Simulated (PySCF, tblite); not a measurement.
Isomers of C5H10F3OP, one GFN2-xTB conformer each. Single-point energies are computed at PBE0/pcSseg-1 (PySCF, gas phase, no added dispersion term), electronic only.

```csv
SMILES,GFN2-xTB relative energy (kcal/mol)
CCC[P@](C)(=O)C(F)(F)F,6.4
COCCP(C)C(F)(F)F,45.1
CC[P@@H](=O)CCC(F)(F)F,0.3
CP(C)(=O)CCC(F)(F)F,0.0
CC(C)[P@@](C)(=O)C(F)(F)F,5.2
CC[P@@](C)(=O)CC(F)(F)F,0.7
```

Conformers: `[CH3:1][CH2:2][CH2:3][P@:4]([CH3:5])(=[O:6])[C:7]([F:8])([F:9])[F:10]` with C1–C2–C3–P4 -173°, C2–C3–P4–C5 175°; `[CH3:1][O:2][CH2:3][CH2:4][P:5]([CH3:6])[C:7]([F:8])([F:9])[F:10]` with C1–O2–C3–C4 80°, O2–C3–C4–P5 26°, C3–C4–P5–C6 72°; `[CH3:1][CH2:2][P@@H:3](=[O:4])[CH2:5][CH2:6][C:7]([F:8])([F:9])[F:10]` with C1–C2–P3–O4 61°, C2–P3–C5–C6 -161°, P3–C5–C6–C7 -73°; `[CH3:1][P:2]([CH3:3])(=[O:4])[CH2:5][CH2:6][C:7]([F:8])([F:9])[F:10]` with C1–P2–C5–C6 103°, P2–C5–C6–C7 -84°; `[CH3:1][CH:2]([CH3:3])[P@@:4]([CH3:5])(=[O:6])[C:7]([F:8])([F:9])[F:10]` with C1–C2–P4–C5 171°; `[CH3:1][CH2:2][P@@:3]([CH3:4])(=[O:5])[CH2:6][C:7]([F:8])([F:9])[F:10]` with C1–C2–P3–C4 -73°, C2–P3–C6–C7 39°.

Problem. What does PBE0/pcSseg-1 give for the same structures?

Solution. 
| SMILES | PBE0/pcSseg-1 E (Eh) | PBE0/pcSseg-1 (kcal/mol) | GFN2-xTB (kcal/mol) | point group |
| --- | --- | --- | --- | --- |
| CP(C)(=O)CCC(F)(F)F | -911.92212 | 0.0 | 0.0 | C1 |
| CC[P@@](C)(=O)CC(F)(F)F | -911.91791 | 2.6 | 0.7 | C1 |
| CC[P@@H](=O)CCC(F)(F)F | -911.90297 | 12.0 | 0.3 | C1 |
| CCC[P@](C)(=O)C(F)(F)F | -911.90064 | 13.5 | 6.4 | C1 |
| CC(C)[P@@](C)(=O)C(F)(F)F | -911.89885 | 14.6 | 5.2 | C1 |
| COCCP(C)C(F)(F)F | -911.85052 | 44.9 | 45.1 | C1 |

Both levels put the same isomer lowest; measured from each level's own lowest isomer, the values differ by up to 11.7 kcal/mol (CC[P@@H](=O)CCC(F)(F)F: 0.3 against 12.0). As drawn, the lowest has a P=O bond, which the highest lacks. Neighbours under 2.5 kcal/mol apart (CC[P@@H](=O)CCC(F)(F)F and CCC[P@](C)(=O)C(F)(F)F; CCC[P@](C)(=O)C(F)(F)F and CC(C)[P@@](C)(=O)C(F)(F)F) can change places with a better method, another conformer or zero-point energy.

Problem. Which frontier levels, dipoles and rotational constants go with these structures?

Solution. 
| SMILES | HOMO (eV, PBE0/pcSseg-1) | LUMO (eV) | dipole (D) | A, B, C (MHz) |
| --- | --- | --- | --- | --- |
| CP(C)(=O)CCC(F)(F)F | -7.76 | 0.85 | 4.40 | 2187, 655.8, 643.9 |
| CC[P@@](C)(=O)CC(F)(F)F | -7.85 | 0.99 | 2.11 | 1795, 741.9, 680.8 |
| CC[P@@H](=O)CCC(F)(F)F | -7.83 | 1.07 | 4.34 | 2694, 561.2, 542.5 |
| CCC[P@](C)(=O)C(F)(F)F | -8.21 | 0.96 | 4.06 | 1513, 822.8, 699.6 |
| CC(C)[P@@](C)(=O)C(F)(F)F | -8.14 | 0.77 | 4.17 | 1583, 941.5, 808.2 |
| COCCP(C)C(F)(F)F | -7.14 | 0.93 | 3.14 | 2081, 662.3, 636.6 |

Problem. What happens when harmonic zero-point energies from GFN2-xTB frequencies are added?

Solution. 
```
                   SMILES  ZPE (kcal/mol)  electronic (kcal/mol)  with ZPE (kcal/mol)
      CP(C)(=O)CCC(F)(F)F            92.1                    0.0                  0.0
  CC[P@@](C)(=O)CC(F)(F)F            92.2                    2.6                  2.8
   CC[P@@H](=O)CCC(F)(F)F            92.5                   12.0                 12.5
   CCC[P@](C)(=O)C(F)(F)F            92.5                   13.5                 13.9
CC(C)[P@@](C)(=O)C(F)(F)F            92.4                   14.6                 14.9
         COCCP(C)C(F)(F)F            92.3                   44.9                 45.1
```

The zero-point energies span 0.4 kcal/mol. The order is unchanged.

Problem. As an exercise, what shares would exp(−E/RT) give at 500 K from these electronic energies alone (no entropy, no degeneracies)?

Solution. RT = 0.994 kcal/mol: CP(C)(=O)CCC(F)(F)F 93.5 %, CC[P@@](C)(=O)CC(F)(F)F 6.5 %, CC[P@@H](=O)CCC(F)(F)F under 0.1 %, CCC[P@](C)(=O)C(F)(F)F under 0.1 %, CC(C)[P@@](C)(=O)C(F)(F)F under 0.1 %, COCCP(C)C(F)(F)F under 0.1 %.
